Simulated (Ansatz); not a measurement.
Reaction (formal exchange of groups at the Sn–C bond): `CO[C](=N)[SnH3]` + `CCSC` → `CC[S][SnH3]` + `COC(C)=N`

Isolated molecules relaxed with PBE0-D4/def2-TZVP in Ansatz; ΔE leaves out vibrations. CBS: MP2 limit from def2 TZ/QZ plus the TZ coupled-cluster correction, frozen cores. Functionals use def2-TZVPP. B3LYP here is the variant with VWN-RPA as its local correlation; programs differ in this. Elements past krypton have def2 core potentials. For Sn outer-core shells are correlated without core-valence functions, which leaves a few kJ/mol of doubt a bond. Each species was taken in one conformer, which may not be the lowest.

Task: Is it downhill or uphill in electronic energy at CCSD(T)/CBS, and by how much? (An estimate is asked.)

Result: The calculation gave: Downhill: ΔE = -1.26 eV.

Task: What do these levels give: PBE-D4, r2SCAN-D4, PBE0-D4, B3LYP-D4, ωB97X-V, PBE0, SCS-MP2/def2-TZVPP, CCSD/def2-TZVPP, CCSD(T)/def2-TZVPP, HF/def2-QZVPP, MP2/def2-QZVPP, MP2/CBS(def2)? (An estimate is asked.)

Result: The calculation gave: PBE-D4 -1.19, r2SCAN-D4 -1.27, PBE0-D4 -1.28, B3LYP-D4 -1.24, ωB97X-V -1.24, PBE0 -1.27, SCS-MP2/def2-TZVPP -1.22, CCSD/def2-TZVPP -1.24, CCSD(T)/def2-TZVPP -1.21, HF/def2-QZVPP -1.40, MP2/def2-QZVPP -1.27, MP2/CBS(def2) -1.30 eV.

Largest T1 diagnostic among the species: 0.014.

From PBE to PBE0 (25 % exact exchange), in def2-TZVPP and without D4, ΔE moves by −0.09 eV. In def2-TZVPP, CCSD(T) changes the Hartree–Fock value by +0.19 eV (the triples alone add +0.03 eV) and MP2 by +0.16 eV.
